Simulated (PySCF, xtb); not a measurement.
C2H5Se, SMILES CC[Se] (connectivity only; charge and spin as stated), charge -1, multiplicity 1.

GFN2-xTB (xtb 6.7.1) at its own geometry gives an orbital gap of 4.84 eV.

The structure is a stationary point at B3LYP-D3(BJ)/def2-SVPD. The multiplicity is an assumed one; other spin states were not compared. The isomer is the one that the SMILES or the coordinates give; other isomers of the formula were not compared.

Problem. What does PBE/def2-TZVPD run with PySCF give? (An estimate is asked for; the answer gives what the named calculation found.)

Solution. gap 2.35 eV (levels 0.91 and 3.27 eV).
